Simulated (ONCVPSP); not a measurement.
# Configuration tests for Ni (ONCV)

nickel (Ni), optimised norm-conserving Vanderbilt (ONCV), made with ONCVPSP 4.0.1 (revPBE, fully relativistic). Core [Ne], reference 3s2 3p6 3d8 (charge +2). Waves: 3s: rc 1.20 bohr, ncon 5, nbas 9, qcut 6.8 1/bohr, 1 projector; 3p: rc 1.25 bohr, ncon 4, nbas 7, qcut 7.8 1/bohr, 2 projectors, debl 3.3 Ha; 3d: rc 0.95 bohr, ncon 4, nbas 9, qcut 12.6 1/bohr, 1 projector. Local part: polynomial inside 0.80 bohr (lpopt 1, dvloc0 0 Ha). Core correction: Teter function, fcfact 5, rcfact 1.8.

Open shells are filled in proportion to 2j + 1.

In the p channel the program set the typed energies aside and used -3.318, 0.250 Ha (j = l + 1/2; the other j can differ).

Energies are relative to the spin-unpolarised reference configuration 3s2 3p6 3d8; without spin polarisation the order of configurations can differ from experiment.

Give the all-electron excitation energy and the error of the potential for: 3s2 3p6 3d8 4s2; 3s2 3p6 3d8 4s1; 3s2 3p6 3d7; 3s2 3p6 3d8 4s1 4p1.

| valence configuration | charge | ΔE all-electron (eV) | error AE − PS (meV) |
| --- | --- | --- | --- |
| 3s2 3p6 3d8 4s2 | 0 | -26.402 | +1020 |
| 3s2 3p6 3d8 4s1 | +1 | -17.181 | +667 |
| 3s2 3p6 3d7 | +3 | 37.349 | +0.8 |
| 3s2 3p6 3d8 4s1 4p1 | 0 | -21.834 | +569 |

Levels in the configuration 3s2 3p6 3d8 4s1 4p1:

```tsv
level	all-electron (eV)	pseudo (eV)
3s j=1/2	-113.072	-112.733
3p j=3/2	-72.639	-72.335
3p j=1/2	-74.841	-74.534
3d j=5/2	-10.665	-10.385
3d j=3/2	-10.905	-10.622
4s j=1/2	-6.805	-7.253
4p j=3/2	-2.044	-1.976
4p j=1/2	-2.107	-2.037
```
